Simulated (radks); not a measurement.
The numbers below are computed, except where a source is named.
Lu X, configuration [Kr] 4d10 4f12 5s2 5p2 (the NIST ground configuration).

Level of theory: non-relativistic Kohn-Sham, LB94 model potential, spin-polarised, spherical densities, point nucleus; open shells are filled with parallel spins first (spin-orbit coupling, left out, can overturn this in heavy ions); relativity is left out, which matters for an element this heavy (a radial shooting solver on a logarithmic mesh with Libxc functionals).

Energy parts (eV):
part                  energy
kinetic            377083.75
electron-nucleus  -887575.58
Hartree            141775.36
(The LB94 potential has no energy functional, so no total or exchange-correlation energy is given.)

Orbitals (lengths in bohr, moments of r in powers of bohr; <r^-3> diverges for s and p1/2):
1s up: occ. 1; eigenvalue (eV) -58812.96
1s down: occ. 1; eigenvalue (eV) -58812.95
2s up: occ. 1; eigenvalue (eV) -9725.189
2s down: occ. 1; eigenvalue (eV) -9725.114
2p up: occ. 3; eigenvalue (eV) -9316.862; <r^-3> 12520
2p down: occ. 3; eigenvalue (eV) -9316.683; <r^-3> 12520
3s up: occ. 1; eigenvalue (eV) -2322.845
3s down: occ. 1; eigenvalue (eV) -2322.558
3p up: occ. 3; eigenvalue (eV) -2133.776; <r^-3> 2639
3p down: occ. 3; eigenvalue (eV) -2133.504; <r^-3> 2640
3d up: occ. 5; eigenvalue (eV) -1780.195; <r^-3> 462.8
3d down: occ. 5; eigenvalue (eV) -1780.034; <r^-3> 462.9
4s up: occ. 1; eigenvalue (eV) -580.4357
4s down: occ. 1; eigenvalue (eV) -578.5665
4p up: occ. 3; eigenvalue (eV) -502.9634; <r^-3> 591.5
4p down: occ. 3; eigenvalue (eV) -501.1599; <r^-3> 589.7
4d up: occ. 5; eigenvalue (eV) -362.4035; <r^-3> 89.73
4d down: occ. 5; eigenvalue (eV) -360.7538; <r^-3> 89.41
5s up: occ. 1; eigenvalue (eV) -196.6110
5s down: occ. 1; eigenvalue (eV) -195.6491
4f up: occ. 7; eigenvalue (eV) -181.2194; <r^-3> 17.02
4f down: occ. 5; eigenvalue (eV) -179.8696; <r^-3> 16.95
5p up: occ. 2; eigenvalue (eV) -171.4707; <r^-3> 115.7
5p down: occ. 0; eigenvalue (eV) -170.3563; <r^-3> 117.7

The highest occupied level is 5p up at -171.47 eV. The spin density at the nucleus is -0.877 e/bohr^3 (1s -0.400, 2s 0.518, 3s -0.820, 4s 1.749, 5s -1.924).
